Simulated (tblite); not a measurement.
Compound: C4H9O4S (charge -1).
Bonds: C1–O2, O2–C3, C3–C4, C4–C5, C5–S6, S6–O7 (double), S6–O8 (double), S6–O9. Hydrogens: H10, H11, H12 on C1; H13, H14 on C3; H15, H16 on C4; H17, H18 on C5.

The geometry is computed with GFN2-xTB (gas phase).

Some entries are withheld. Bonds in one row agree within 0.01 Å.

| coordinate | value |
| --- | --- |
| C1–O2 | 1.397 Å |
| O2–C3 | ? |
| C3–C4 | ? |
| C4–C5 | ? |
| C5–S6 | 1.847 Å |
| S6=O7, S6=O8, S6–O9 | ? |
| C1–H10 | 1.100 Å |
| C1–H11, C1–H12 | 1.094 Å |
| C3–H13, C3–H14 | 1.097 Å |
| C4–H15, C4–H16 | 1.094 Å |
| C5–H17, C5–H18 | 1.086 Å |
| C1–O2–C3 | ? |
| O2–C3–C4 | 109.7° |
| C3–C4–C5 | 110.1° |
| C4–C5–S6 | ? |
| C5–S6–O7 | ? |
| C5–S6–O8 | ? |
| O7–S6–O8 | 113.5° |

Task: Estimate the withheld lengths and angles.

Result: 
- O2–C3 = 1.424 Å, drawn single (ether oxygen to sp3 carbon bound to oxygen); equal to the sum of covalent radii, 1.42 Å.
- C3–C4 = 1.521 Å, drawn single (sp3 carbon bound to oxygen to chain CH2 carbon); equal to the sum of covalent radii, 1.52 Å.
- C4–C5 = 1.509 Å, drawn single (chain CH2 carbon to sp3 carbon bound to sulfur); 0.01 Å below the sum of covalent radii, 1.52 Å.
- S6=O7, S6=O8, S6–O9 = 1.462 Å, drawn with different orders but equal in length (ends: sulfonyl sulfur; oxygen bonded to S); 0.25 Å below the sum of covalent radii, 1.71 Å.
- C1–O2–C3 = 112.0°, at the ether oxygen; the outer atoms are 2.339 Å apart.
- C4–C5–S6 = 109.2°, at the sp3 carbon bound to sulfur; the outer atoms are 2.742 Å apart.
- C5–S6–O7 = 105.1°, at the sulfonyl sulfur; the outer atoms are 2.638 Å apart.
- C5–S6–O8 = 104.0°, at the sulfonyl sulfur; the outer atoms are 2.619 Å apart.

Radii are Cordero's, carbon taken as 0.76, 0.73 or 0.69 Å for four, three, and two or fewer neighbours.

Its GFN2-xTB frequencies are all real (lowest 47 cm⁻¹). Torsions: C1–O2–C3–C4 -174°, O2–C3–C4–C5 -172°, C3–C4–C5–S6 -54°. 2 starts were optimised and ended at 0.00 and 2.59 kcal/mol (GFN2-xTB); the lowest of these is shown.

One conformer stands for the species.
